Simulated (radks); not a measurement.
The numbers below are computed, except where a source is named.
These are the eigenvalues of the occupied orbitals of an atom or ion with whole-number occupations (Ry). Level of theory: scalar-relativistic Kohn-Sham, PBE, spin-polarised, spherical densities, finite nucleus; Fermi nuclear charge, rms radius of each element as measured or else 0.836 A^(1/3) + 0.57 fm (a radial shooting solver on a logarithmic mesh with Libxc functionals).

orbital  eigenvalue
1s        -2739.229
2s        -433.7482
2p        -389.0609
3s        -92.28529
3p        -77.95688
3d        -57.14279
4s        -18.84360
4p        -14.22144
4d         -7.50871
5s         -3.37937
5p         -2.27167

Which element is it, and in what charge state? The configuration may be excited. Open shells, if any, are filled with parallel spins first.

Answer. Z = 56, barium, charge +2: Ba2+ in [Xe]. The list shows which subshells hold electrons but not how many an open one holds; the 1s level, -1369.6 hartree, gives Z - s = 52.3 by -(Z - s)^2/2, which with screening and relativity narrows Z to a few neighbours, and the depths of the outer levels then fix element, charge and occupations together.
